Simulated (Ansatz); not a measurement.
(CdS)2 ring (Cd₂S₂). Charge 0, multiplicity 3. Geometry r2SCAN-D4/def2-SVP, that of the neutral singlet; atoms count from 1.

```xyz
4

Cd    0.4930    0.9096    0.9236
S     1.8899   -0.6225   -0.3958
Cd   -0.4930   -0.9096   -0.9236
S    -1.8899    0.6224    0.3958
```

In the def2 sets Cd takes a core potential; there is no spin–orbit coupling. At PBE0-D4/def2-TZVP a singlet of charge 0 lies 1.64 eV below the triplet at the same geometry.

Question: Estimate the Mulliken populations from the PBE0/def2-TZVP orbitals of Ansatz.

Answer: 
```csv
atom,charge (e),spin (α − β),d electrons
Cd1,0.40,0.41,9.98
S2,-0.40,0.59,–
Cd3,0.40,0.41,9.98
S4,-0.40,0.59,–
```
Mulliken values and Mayer orders depend strongly on the basis.

Question: Where does the spin sit?

Answer: Summed by element: Cd 0.81, S 1.19, of 2 unpaired in all. Largest on single atoms: S2 0.59, S4 0.59, Cd1 0.41.

Question: And the Mayer bond orders between bonded heavy atoms (over 0.3)?

Answer: Cd1–S2 0.80 (2.46 Å); Cd1–Cd3 0.32 (2.77 Å); Cd1–S4 0.80 (2.46 Å); S2–Cd3 0.80 (2.46 Å); Cd3–S4 0.80 (2.46 Å). Values over 0.3 also appear between atoms too far apart for a bond (S2–S4 0.44 at 4.06 Å); they arise where an orbital or an unpaired electron spreads over both atoms.
